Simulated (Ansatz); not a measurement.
Mulliken charges of CH₅BO₃ (`OCB(O)O`) from r2SCAN/def2-TZVPP in Ansatz (PBE0-D4/def2-TZVP geometry).

| atom | x (Å) | y (Å) | z (Å) | charge (e) |
| --- | --- | --- | --- | --- |
| O1 | -1.310 | 0.706 | -0.765 | -0.387 |
| C2 | -0.768 | 0.072 | 0.391 | -0.027 |
| B3 | 0.745 | -0.264 | 0.086 | 0.332 |
| O4 | 1.285 | 0.062 | -1.118 | -0.331 |
| O5 | 1.497 | -0.881 | 1.036 | -0.347 |
| H6 | -2.230 | 0.926 | -0.611 | 0.190 |
| H7 | -1.314 | -0.849 | 0.636 | 0.067 |
| H8 | -0.836 | 0.722 | 1.274 | 0.067 |
| H9 | 0.615 | 0.490 | -1.666 | 0.226 |
| H10 | 2.399 | -1.034 | 0.740 | 0.210 |

**Question.** By hand: the dipole of these point charges (1 e Å = 4.8032 D).

**Answer.** Σ q r = (-0.095, -0.017, 0.115) e Å, of length 0.150 e Å = 0.72 D.

**Question.** How does the dipole of the full density compare? (An estimate is asked.)

**Answer.** Ansatz gave: (-0.271, 0.074, 0.023) e Å, 1.35 D; the point charges give 0.53 times that, at 50° from its direction.

Point charges leave out the atoms' own dipoles, such as those of lone pairs, and Mulliken's split depends on the basis, so the two needn't agree.
